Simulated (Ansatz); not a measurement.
CH₆AlFSi (`C[SiH2][AlH][F]`), relaxed with RKS PBE-D4/def2-SVP in Ansatz 0.2.0 from a rough embedded geometry. The force threshold is 0.03 eV/Å; the program also tests the step.

Total charge 0; spin multiplicity 1.

Start:

```xyz
10

C     0.032    0.454    1.461
Si    0.177    0.722   -0.366
Al   -0.192   -1.341   -1.429
F    -0.267   -1.475   -3.191
H     0.275    1.448    1.994
H     0.845   -0.234    1.820
H    -0.954    0.117    1.770
H     1.480    1.205   -0.700
H    -0.865    1.736   -0.797
H    -0.532   -2.632   -0.562
```

(1) How much energy does the relaxation release, and in how many steps? (Estimate.)

(2) Which bonds change most? (Estimate.)

(3) Give the relaxed structure. (An estimate is asked.)

Results:

(1) Computed: 7.34 kcal/mol, in 6 steps.

(2) Computed: Si2–Al3 from 2.349 to 2.457 Å; Al3–F4 from 1.770 to 1.687 Å; Si2–H8 from 1.429 to 1.511 Å; C1–Si2 from 1.852 to 1.902 Å.

(3) The calculation gave: 
```xyz
10

C     0.086    0.540    1.549
Si    0.153    0.709   -0.345
Al   -0.269   -1.428   -1.482
F    -0.190   -1.469   -3.166
H     0.263    1.519    2.039
H     0.856   -0.171    1.909
H    -0.904    0.165    1.877
H     1.500    1.246   -0.768
H    -0.868    1.723   -0.807
H    -0.626   -2.834   -0.806
```
